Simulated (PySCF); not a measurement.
Method: PBE0-D4/def2-TZVP // PBE0-D4/def2-SVP run with PySCF. All species are isolated molecules in the gas phase. One relaxed conformer stands for a flexible species; it need not be the lowest. Excitations are Tamm–Dancoff values on a coarser integration grid. The basis has no diffuse functions, so Rydberg states are missing or too high.

Reference species (SMILES): `[C@H]12[C@@]([C@H](CC1)CC2)(B)C=O` (neutral, multiplicity 1).

```yaml
HOMO–LUMO gap: 5.43 eV
S1–T1 gap (TDA): 0.50 eV
S1 excitation (TDA): 4.01 eV
```

Changed species: `C1C[C@@H]2C[C@@H]([C@H]1[C@@H]2B)C=O`.

Q: What does the change do to the HOMO–LUMO gap, S1–T1 gap (TDA) and S1 excitation (TDA)?

A: the HOMO–LUMO gap goes up by 0.37 eV, to 5.80 eV; the S1–T1 gap (TDA) increases by 0.15 eV, to 0.65 eV; the S1 excitation (TDA) goes up by 0.29 eV, to 4.30 eV.
